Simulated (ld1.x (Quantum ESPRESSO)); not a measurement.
oxygen (O), ultrasoft: configuration errors across variants

```
Element                 : O (Z = 8)
Generator               : ld1.x (Quantum ESPRESSO) 7.5
Type                    : ultrasoft
Functional              : LDA (PZ)
Relativity              : non-relativistic
Frozen core             : [He]
Valence charge          : 6
Reference configuration : 2s1.75 2p4.25
Partial waves           : 2s (bound): rcut 0.75, rcutus 1.05 bohr; 2s channel at -1.05 Ry: rcut 0.75, rcutus 1.05 bohr; 2p (bound): rcut 1.70, rcutus 2.00 bohr; 2p channel at 0.85 Ry: rcut 1.70, rcutus 2.00 bohr; 3d channel at 0.5 Ry: rcut 1.70, rcutus 1.85 bohr; 3d channel at 1.2 Ry: rcut 1.70, rcutus 1.85 bohr
Local potential         : all-electron potential smoothed inside 0.90 bohr (lloc = -1)
Core correction         : none
Augmentation charge     : PSQ, inside the norm-conserving radii
```

All-electron excitation energies from the reference (eV): (1) 2s2 2p4 -3.627; (2) 2s2 2p3 12.964; (3) 2s2 2p2 46.680; (4) 2s2 2p4.3 -5.803; (5) 2s2 2p3.5 2.743; (6) 2s1 2p5 10.904; (7) 2s1 2p4 27.745; (8) 2s1.75 2p4.25 spin -1.436; (9) 2s2 2p4 spin -5.036.

Spin tests fill each open shell by Hund’s rule, majority spin first.

The overlap operator is not positive definite (basis up to 400 Ry) in “base”, “all radii scaled by about 0.74 (s 0.78, p 1.48, d 1.38 bohr, rcut 0.56/1.26/1.26); local potential all-electron potential smoothed inside 0.66 bohr (lloc = -1)”, “all radii scaled by about 0.88 (s 0.92, p 1.76, d 1.64 bohr, rcut 0.66/1.50/1.50); local potential all-electron potential smoothed inside 0.80 bohr (lloc = -1)”, “all radii scaled by about 1.09 (s 1.14, p 2.18, d 2.02 bohr, rcut 0.82/1.86/1.86); local potential all-electron potential smoothed inside 0.98 bohr (lloc = -1)”, “all radii scaled by about 1.18 (s 1.24, p 2.36, d 2.18 bohr, rcut 0.88/2.02/2.02); local potential all-electron potential smoothed inside 1.06 bohr (lloc = -1)”. Such files are unfit for use, however small their errors in these radial tests.

Tests that are not counted but printed errors over 1 eV. “all radii scaled by about 1.18 (s 1.24, p 2.36, d 2.18 bohr, rcut 0.88/2.02/2.02); local potential all-electron potential smoothed inside 1.06 bohr (lloc = -1)”: 2s2 2p3 (solver errors, printed error -226 eV); 2s1 2p4 (solver errors, printed error -238 eV).

Errors AE − PS in meV (a dash: test not solved or not reliable):

| change | (1) | (2) | (3) | (4) | (5) | (6) | (7) | (8) | (9) | bound ghosts |
| --- | --- | --- | --- | --- | --- | --- | --- | --- | --- | --- |
| base | +0.6 | +85 | +198 | +7.3 | +26 | +5.9 | +70 | +118 | +113 | not determined (overlap not positive) |
| all radii scaled by about 0.74 (s 0.78, p 1.48, d 1.38 bohr, rcut 0.56/1.26/1.26); local potential all-electron potential smoothed inside 0.66 bohr (lloc = -1) | +1.4 | +39 | +208 | +0.7 | +10 | +13 | +14 | +121 | +120 | not determined (overlap not positive) |
| all radii scaled by about 0.88 (s 0.92, p 1.76, d 1.64 bohr, rcut 0.66/1.50/1.50); local potential all-electron potential smoothed inside 0.80 bohr (lloc = -1) | +0.7 | +37 | +180 | +1.3 | +9.6 | +6.1 | +22 | +121 | +121 | not determined (overlap not positive) |
| all radii scaled by about 1.09 (s 1.14, p 2.18, d 2.02 bohr, rcut 0.82/1.86/1.86); local potential all-electron potential smoothed inside 0.98 bohr (lloc = -1) | +0.8 | +135 | +260 | +15 | +44 | +7.2 | +105 | +106 | +95 | not determined (overlap not positive) |
| all radii scaled by about 1.18 (s 1.24, p 2.36, d 2.18 bohr, rcut 0.88/2.02/2.02); local potential all-electron potential smoothed inside 1.06 bohr (lloc = -1) | +0.8 | – | +542 | +34 | +92 | +8.3 | – | +114 | +92 | not determined (overlap not positive) |
| all radii scaled by about 1.25 (s 1.32, p 2.50, d 2.32 bohr, rcut 0.94/2.12/2.12); local potential all-electron potential smoothed inside 1.12 bohr (lloc = -1) | +0.7 | +90 | +533 | -4.6 | +25 | +6.1 | -76 | +42 | +27 | none |

(1) Give the same row for: all radii scaled by about 1.38 (s 1.44, p 2.76, d 2.54 bohr, rcut 1.04/2.34/2.34); local potential all-electron potential smoothed inside 1.24 bohr (lloc = -1).

## Answers

(1) -0.1, +142, +859, -11, +39, -0.7, -161, -7.9, -32; bound ghosts: none.
